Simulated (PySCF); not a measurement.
Species: C₆H₁₈Si₄.
SMILES with atom numbers: `[CH2:1]=[CH:2][CH2:3][Si@@H:4]1[SiH2:5][SiH2:6][Si@@H:7]1[CH2:8][CH2:9][CH3:10]` (hydrogens: H11, H12 on C1; H13 on C2; H14, H15 on C3; H16 on Si4; H17, H18 on Si5; H19, H20 on Si6; H21 on Si7; H22, H23 on C8; H24, H25 on C9; H26, H27, H28 on C10)

Geometry (PBE0-D3(BJ)/def2-SVP, Å), atoms numbered from 1 in this order:
```
atom  x, y, z in Å
C1     3.6262    2.1145    0.5586
C2     2.9630    1.5653    1.5803
C3     1.5076    1.2420    1.5922
Si4    1.2231   -0.6310    1.3429
Si5    1.8001   -1.3085   -0.8521
Si6   -0.4859   -1.7776   -1.2912
Si7   -1.0526   -1.1818    0.9361
C8    -2.2389    0.2923    1.0648
C9    -3.6396    0.0199    0.5193
C10   -4.5635    1.2254    0.6087
H11    4.7035    2.2903    0.6067
H12    3.1137    2.4084   -0.3633
H13    3.5251    1.2804    2.4789
H14    0.9752    1.7714    0.7849
H15    1.0351    1.5296    2.5468
H16    1.9062   -1.3942    2.4375
H17    2.3682   -0.2085   -1.6964
H18    2.6997   -2.5015   -0.9474
H19   -0.7790   -3.1928   -1.6835
H20   -1.0901   -0.8670   -2.3191
H21   -1.5665   -2.3409    1.7380
H22   -1.7794    1.1415    0.5282
H23   -2.2900    0.5967    2.1257
H24   -3.5640   -0.3097   -0.5322
H25   -4.0864   -0.8298    1.0644
H26   -4.1591    2.0790    0.0410
H27   -4.6898    1.5542    1.6528
H28   -5.5631    1.0002    0.2062
```

Computed, not measured: PBE0-D3(BJ)/def2-SVP geometry optimisation, gas phase in PySCF.

Take the most abundant isotopes and a rigid rotor. The values belong to one conformer with, in the numbering `[CH2:1]=[CH:2][CH2:3][Si@@H:4]1[SiH2:5][SiH2:6][Si@@H:7]1[CH2:8][CH2:9][CH3:10]`, C1–C2–C3–Si4 103°, C2–C3–Si4–Si5 -69°, Si6–Si7–C8–C9 67°, Si7–C8–C9–C10 -179°.

**Question.** Give the principal moments of inertia and the rotational constants in MHz.

**Answer.** Ia = 574.91, Ib = 1234.31, Ic = 1566.79 u·Å²; 505379 MHz·u·Å²/I gives A = 879.1, B = 409.4, C = 322.6 MHz.

**Question.** What kind of rotor is it?

**Answer.** An asymmetric top; Ray's κ = -0.688.

**Question.** Is it planar, by Δ = Ic − Ia − Ib?

**Answer.** Not planar: Δ = Ic − Ia − Ib = -242.42 u·Å². For a rigid frame Δ = −2 Σ m c², so Σ m c² = 121.21 u·Å² lies off the ab plane: 32.22 from hydrogen and 89.00 from heavier atoms. The atom farthest from that plane is 2.35 Å away.

**Question.** Give the other two planar moments, Paa and Pbb, and the rms extents of the mass along the axes.

**Answer.** Paa = Σ m a² = (Ib + Ic − Ia)/2 = 1113.09 and Pbb = Σ m b² = (Ia + Ic − Ib)/2 = 453.70 u·Å². With the mass M = 202.05 u, the rms extents √(P/M) along a, b and c are 2.35, 1.50, 0.77 Å.

**Question.** Which lines would a microwave search look for?

**Answer.** The dipole components are |μa| = 0.73 D, |μb| = 1.38 D, |μc| = 0.01 D. Intensities carry the squares of the components, which stand as 0.28 : 1.00 : 0.00 (a : b : c). Some lines, for components of 0.1 D or more:

```
type  branch         J(Ka,Kc)   MHz  lower level (cm⁻¹)
   b       Q  2(2,0) ← 2(1,1)  1420               0.095
   a       R  2(1,1) ← 1(1,0)  1551               0.043
   a       R  3(1,3) ← 2(1,2)  2059               0.086
   a       R  3(2,1) ← 2(2,0)  2239               0.142
   b       R  4(0,4) ← 3(1,3)  2528               0.155
   a       R  4(3,1) ← 3(3,0)  2953               0.301
   b       R  4(1,4) ← 3(0,3)  3034               0.145
   b       R  2(2,0) ← 1(1,1)  3058               0.040
   a       R  5(4,1) ← 4(4,0)  3685               0.518
   a       R  5(3,3) ← 4(3,2)  3689               0.399
   b       R  4(2,3) ← 3(1,2)  4205               0.172
   b       Q  5(5,0) ← 5(4,1)  4594               0.641
   b       R  3(3,0) ← 2(2,1)  4769               0.142
   b       R  4(3,2) ← 3(2,1)  5466               0.217
   b       R  4(4,0) ← 3(3,1)  6522               0.301
   b       R  5(4,2) ← 4(3,1)  7252               0.399
```

**Question.** Estimate the classical rotational partition function at 50 K, 100 K and 500 K.

**Answer.** Point group C1, symmetry number σ = 1; q = (√π/σ)·√((kT/h)³/(ABC)), k/h = 20836.6 MHz/K: 175000 at 50 K, 495000 at 100 K, 5530000 at 500 K.

Stationary, but not proved a minimum. Constants of a rigid frame at the computed geometry: no zero-point averaging, no centrifugal distortion. A rigid rotor knows nothing of internal rotation, which can split or shift real lines.

Hardware: one thread of an Arm Neoverse V1 (shared host). Cost: 8.3 min, 1.1 GiB resident at most. This is the geometry optimisation.
